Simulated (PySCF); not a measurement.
Compound: Cu(CO)H, CHCuO (singlet state).
Geometry (PBE0-D3(BJ)/def2-SVP, Å), atoms numbered from 1 in this order:
```xyz
4
CHCuO angstrom
Cu    -0.0144    0.0145   -0.8242
C      0.0027    0.0011    1.0254
O      0.0262   -0.0232    2.1541
H     -0.0144    0.0076   -2.3552
```

Method: PySCF, TDDFT wB97X-D/def2-SVPD, vertical, gas phase, core orbitals frozen in the response.

Ground-to-excited transition dipoles (e·a0, same axes as the geometry; the sign carries no meaning), for the states with f of 0.002 or more among the lowest 15:

| state | E (hartree) | μx | μy | μz |
| --- | --- | --- | --- | --- |
| S1 | 0.1310 | 0.499 | 0.390 | -0.002 |
| S2 | 0.1310 | -0.391 | 0.499 | -0.017 |
| S6 | 0.1731 | -0.093 | 0.114 | 0.004 |
| S7 | 0.1731 | -0.114 | -0.093 | 0.000 |
| S12 | 0.2212 | 0.017 | -0.017 | 0.837 |
| S13 | 0.2494 | -0.754 | 0.935 | 0.061 |
| S14 | 0.2495 | 0.936 | 0.755 | -0.003 |
| S15 | 0.2610 | -0.014 | 0.013 | -1.280 |

(1) What oscillator strength does each state have?

(2) The point group is C∞v. Which irreducible representation does each state belong to?

(3) What angle do the transition dipoles of S12 and S15 make?

(4) What peak molar absorption coefficient would the strongest computed level give as a lone Gaussian band 0.5 eV wide at half height?

Results:

(1) f = (2/3) ΔE |μ|² with ΔE in hartree (27.2114 eV).

| state | \|μ\|² (au) | \|μ\| (D) | f |
| --- | --- | --- | --- |
| S1 | 0.401 | 1.61 | 0.035 |
| S2 | 0.402 | 1.61 | 0.035 |
| S6 | 0.022 | 0.37 | 0.003 |
| S7 | 0.022 | 0.37 | 0.003 |
| S12 | 0.701 | 2.13 | 0.103 |
| S13 | 1.447 | 3.06 | 0.241 |
| S14 | 1.445 | 3.06 | 0.240 |
| S15 | 1.638 | 3.25 | 0.285 |

(2) From a totally symmetric ground state, an allowed state transforms like the component of the dipole operator along its μ. Polarised along the molecular axis, so Σ+: S12 and S15. Polarised across the molecular axis, so Π: S1, S2, S6, S7, S13 and S14.

(3) |cos θ| = |μa·μb| / (|μa| |μb|) = 1.00, so θ ≈ 1° (taken between 0 and 90°, since the signs are arbitrary).

(4) ε(max) = 2.175×10⁸ f / FWHM, with the width in cm⁻¹. S13/S14 (f summed): 2.175×10⁸ × 0.4809 / 4033 ≈ 26000 L mol⁻¹ cm⁻¹.

S1/S2, S6/S7 and S13/S14 coincide within about 0.01 eV; within a degenerate level the directions of the single components are arbitrary.
